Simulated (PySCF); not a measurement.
C5H5FO, SMILES O=C1CCC=C1F.

Geometry optimised at PBE0-D3(BJ)/def2-SVP. One conformer was computed; it need not be the lowest.

These are TDDFT-PBE/def2-SVPD in PySCF values and carry that method's errors.

Vertical excitations.  State labels are in the subgroup Cs.

```csv
state,symmetry,energy (eV),λ (nm),f,main pairs
S1,A",3.45,360,0.000,HOMO→LUMO 100 %
S2,A',5.28,235,0.187,HOMO−1→LUMO 93 %
S3,A',5.82,213,0.001,HOMO→LUMO+1 99 %
S4,A",6.16,201,0.000,HOMO→LUMO+2 99 %
S5,A',6.29,197,0.004,HOMO→LUMO+3 99 %
S6,A',6.56,189,0.011,HOMO→LUMO+4 93 %
S7,A",6.64,187,0.000,HOMO−1→LUMO+1 100 %
S8,A",6.67,186,0.001,HOMO−3→LUMO 99 %
S9,A',6.78,183,0.063,HOMO−2→LUMO 82 %
S10,A",7.13,174,0.003,"HOMO−4→LUMO 52 %, HOMO−1→LUMO+3 46 %"
T1,A",3.02,411,0,HOMO→LUMO 100 %
T2,A',3.52,352,0,HOMO−1→LUMO 98 %
T3,A',5.73,216,0,HOMO−2→LUMO 86 %
T4,A',5.77,215,0,HOMO→LUMO+1 98 %
```
Triplets are in the Tamm–Dancoff approximation, which puts them higher than full response would, so one can lie above its singlet here.
